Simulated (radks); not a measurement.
Results of a calculation; reference values are marked as such.
Valence configurations of O3+ (all share [He]). Code: a radial shooting solver on a logarithmic mesh with Libxc functionals. Model: scalar-relativistic Kohn-Sham, PBE, spin-polarised, spherical densities, point nucleus; open shells are filled with parallel spins first. Energies are relative to 2s2 2p1; eigenvalues in eV for spin up.

valence,E (eV),moment (Bohr magnetons),e(2p),e(2s)
2s2 2p1,0.000,1,-66.270,-80.738
2s1.5 2p1.5,4.993,2,-66.871,-81.431
2s1 2p2,8.127,3,-67.205,-81.835
2s0.5 2p2.5,15.437,3,-66.820,-81.434
2p3,22.741,3,-66.433,-

NIST lists [He] 2s2 2p1 as the ground configuration; this level of theory agrees among the configurations tried. The energies are those of spherical high-spin densities, not of single terms.
